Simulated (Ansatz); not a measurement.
Input for Ansatz (a program for electronic structure): R-PBE0/def2-TZVPPD on H2N2S (a complex), monomers drawn apart or pushed together. Files ending in .json are basis or fitting sets from the Basis Set Exchange.

Ansatz 0.2 input:
```yaml
crystal:
  periodic: [false, false, false]
  atoms:
    - {symbol: N, position_ang: [0.40772971, -0.85728750, -0.59430610]}
    - {symbol: N, position_ang: [0.18693513, 0.07186987, -0.06743402]}
    - {symbol: S, position_ang: [-0.32534366, 0.38470698, 3.39393851]}
    - {symbol: H, position_ang: [-0.37339438, 0.98548484, 2.19470302]}
    - {symbol: H, position_ang: [1.00042506, 0.56864455, 3.49889716]}
basis:
  gaussian:
    orbitals: def2-TZVPPD.json
hamiltonian:
  xc: {name: PBE0}
scf: {lower_state_search: off}
```

The head of its log:

```
WARN ansatz: RAYON_NUM_THREADS=2 ignored (pool sized by the plan → 2); use --threads N
Functional definition: PBE0
these checks for a lower state are left out or cut short: stability, starts, cluster_reference, orbital_swaps, neighbouring_geometries, increment
integrals: 0.06 GiB planned
832 factors; their error is unknown
mean field: 0.55 GiB planned
mean field evaluation 1: about -13841.3330 eV, gradient 2.6e1 eV
mean field evaluation 2: about -13841.9979 eV, gradient 1.9e1 eV
```

**Question.** Predict the final total energy.

**Answer.** -508.7101 hartree.
